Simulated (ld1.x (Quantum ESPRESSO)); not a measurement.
## Configuration tests for boron (B) (PAW)

* Element: B
* Generator: ld1.x (Quantum ESPRESSO) 7.5
* Type: PAW
* Functional: LDA (PZ)
* Relativity: non-relativistic
* Frozen core: [He]
* Valence charge: 3
* Reference configuration: 2s2 2p1
* Partial waves: 2s (bound): rcut 1.20, rcutus 1.30 bohr; 2s channel at -0.15 Ry: rcut 1.20, rcutus 1.30 bohr; 2p (bound): rcut 3.25, rcutus 3.65 bohr; 2p channel at 0.1 Ry: rcut 3.25, rcutus 3.65 bohr; 3d channel at 0.35 Ry: rcut 3.30, rcutus 3.65 bohr
* Local potential: all-electron potential smoothed inside 1.70 bohr (lloc = -2)
* Core correction: Bessel-smoothed model core inside 0.80 bohr
* Augmentation charge: PSQ, inside the norm-conserving radii

Energies are relative to the spin-unpolarised reference configuration 2s2 2p1; without spin polarisation the order of configurations can differ from experiment. Not all tests gave a result: test run stopped at test 4 of 9 (negative rho).

| valence configuration | charge | ΔE all-electron (eV) | error AE − PS (meV) |
| --- | --- | --- | --- |
| 2s2 2p0 | +1 | 8.329 | +233 |
| 2s1 2p0 | +2 | 33.626 | +79 |
| 2s2 2p0.5 | +0.5 | 2.944 | +156 |
